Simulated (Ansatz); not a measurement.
Ansatz (a program for electronic structure) job for ZnI, SMILES [Zn][I] (connectivity only; charge and spin as stated), neutral, multiplicity 2, B3LYP-D3(BJ)/def2-TZVP. 

Ansatz 0.2 input:
```yaml
crystal:
  periodic: [false, false, false]
  atoms:
    - {symbol: Zn, position_ang: [0.00000000, 0.00000000, -1.67737301]}
    - {symbol: I, position_ang: [0.00000000, 0.00000000, 0.94945642]}
basis:
  gaussian:
    orbitals: def2-TZVP
hamiltonian:
  xc: b3lyp
  dispersion: d3bj
magnetization: {spin_polarized: true, initial_magnetization: 1}
relax: {f_tol: 0.002, max_steps: 200}
```

It prints:

```
WARN ansatz: RAYON_NUM_THREADS=1 ignored (pool sized by the plan → 1); use --threads N
Functional definition: B3LYP
integrals: 0.04 GiB planned
927 factors; integrals over basis functions are off by at most 3.8e-4 eV
mean field: 0.62 GiB planned
mean field evaluation 1: about -56524.1156 eV, gradient 2.1e1 eV
mean field evaluation 2: about -56520.2103 eV, gradient 4.7e1 eV
mean field evaluation 4: about -56525.5113 eV, gradient 1.1e0 eV
mean field evaluation 8: about -56525.5408 eV, gradient 5.8e-2 eV
mean field evaluation 16: about -56525.5408 eV, gradient 4.3e-5 eV
mean field -56525.54083470 eV, -2077.2753112875 hartree, gradient 4.3e-5 eV, S^2 0.753562; 0 other end points of the search recorded, 0 dependent functions left out
the calculation of the forces begins
reference -56525.54101630 eV, -2077.2753179611 hartree; 28, 27 occupied and 70, 71 virtual orbitals, 927 factors
relax step   1: F+E_penalty+E_count = -56525.63679103 eV  Δ(F+E_penalty+E_count) = +0.000e0 eV  max|allowed force component| = 3.950e-1 eV/Å  Δτ_max = 0.0000 Å  (30 SCF iters, accepted)
these checks for a lower state are left out or cut short: starts, cluster_reference, orbital_swaps, neighbouring_geometries, increment
integrals: 0.04 GiB planned
927 factors; integrals over basis functions are off by at most 3.6e-4 eV
mean field: 0.62 GiB planned
mean field -56525.55662592 eV, -2077.2758916041 hartree, gradient 8.0e-6 eV, S^2 0.753185; 0 other end points of the search recorded, 0 dependent functions left out
the calculation of the forces begins
reference -56525.55680671 eV, -2077.2758982481 hartree; 28, 27 occupied and 70, 71 virtual orbitals, 927 factors
relax step   2: F+E_penalty+E_count = -56525.65171019 eV  Δ(F+E_penalty+E_count) = -1.492e-2 eV  max|allowed force component| = 1.076e-1 eV/Å  Δτ_max = 0.0289 Å  (35 SCF iters, accepted)
these checks for a lower state are left out or cut short: starts, cluster_reference, orbital_swaps, neighbouring_geometries, increment
integrals: 0.04 GiB planned
927 factors; integrals over basis functions are off by at most 3.5e-4 eV
mean field: 0.62 GiB planned
mean field evaluation 32: about -56525.5578 eV, gradient 1.7e-5 eV
mean field -56525.55779675 eV, -2077.2759346314 hartree, gradient 1.7e-5 eV, S^2 0.753058; 0 other end points of the search recorded, 0 dependent functions left out
the calculation of the forces begins
reference -56525.55797724 eV, -2077.2759412641 hartree; 28, 27 occupied and 70, 71 virtual orbitals, 927 factors
relax step   3: F+E_penalty+E_count = -56525.65265388 eV  Δ(F+E_penalty+E_count) = -9.437e-4 eV  max|allowed force component| = 2.245e-2 eV/Å  Δτ_max = 0.0108 Å  (37 SCF iters, accepted)
these checks for a lower state are left out or cut short: starts, cluster_reference, orbital_swaps, neighbouring_geometries, increment
integrals: 0.04 GiB planned
927 factors; integrals over basis functions are off by at most 3.5e-4 eV
mean field: 0.62 GiB planned
mean field -56525.55780302 eV, -2077.2759348617 hartree, gradient 1.5e-5 eV, S^2 0.753078; 0 other end points of the search recorded, 0 dependent functions left out
the calculation of the forces begins
reference -56525.55798355 eV, -2077.2759414963 hartree; 28, 27 occupied and 70, 71 virtual orbitals, 927 factors
relax step   4: F+E_penalty+E_count = -56525.65269397 eV  Δ(F+E_penalty+E_count) = -4.010e-5 eV  max|allowed force component| = 3.846e-4 eV/Å  Δτ_max = 0.0018 Å  (29 SCF iters, accepted)
integrals: 0.04 GiB planned
927 factors; integrals over basis functions are off by at most 3.5e-4 eV
mean field: 0.62 GiB planned
mean field -56525.55780302 eV, -2077.2759348617 hartree, gradient 1.5e-5 eV, S^2 0.753078; 1 other end points of the search recorded, 0 dependent functions left out
the calculation of the forces begins
reference -56525.55798355 eV, -2077.2759414963 hartree; 28, 27 occupied and 70, 71 virtual orbitals, 927 factors
Total energy: -56525.65287451 eV, -2077.2794286746 hartree
Atom 0 at    -0.000000    -0.000000    -1.639429 Å, force    -0.000000     0.000000    -0.000385 eV/Å
Atom 1 at     0.000000     0.000000     0.911512 Å, force    -0.000000    -0.000000     0.000385 eV/Å
Dipole moment:    -0.000000    -0.000000    -0.495183 e Å
```

Self-consistency was reached.
